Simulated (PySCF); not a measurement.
# Calculated NMR data

Level of theory: σ from GIAO-PBE0/pcSseg-1, geometry: GFN2-xTB, in PySCF (no relativistic terms, no solvent model, rapidly exchanging positions averaged, one conformer).

Scale: ¹H (σref 31.72) and ¹³C (σref 186.93) vs TMS (reference shieldings calculated alike). Where no couplings were computed, multiplicities follow the n + 1 count of equivalent neighbours, and m marks all less simple cases (inequivalent or close neighbours, rings, F or P nearby). Shifts are as computed. Against solution values, carbons near 30 ppm lie about +3 ppm off and those near 130 ppm about +5 ppm. Of 1211 compounds with measured shifts, 218 miss one by over three times the rms of a fit or turn the order of signals round; such compounds aren't used in these exercises.

**1.** SMILES CC(=O)c1cccnn1, C$_{6}$H$_{6}$N$_{2}$O. ¹H NMR (600 MHz, computed): δ 9.67 (d, 1H), 8.41 (d, 1H), 7.66 (m, 1H), 3.16 (s, 3H). ¹³C{¹H} NMR (computed): δ 205.2, 159.2, 157.0, 130.6, 129.9, 30.2.

**2.** SMILES CC(=O)c1ccnnc1, C$_{6}$H$_{6}$N$_{2}$O. ¹H NMR (600 MHz, computed): δ 10.06 (d, 1H), 9.87 (s, 1H), 8.07 (d, 1H), 2.78 (s, 3H). ¹³C{¹H} NMR (computed): δ 202.6 (C), 158.0 (CH), 151.4 (CH), 132.4 (C), 126.3 (CH), 29.1 (CH3).
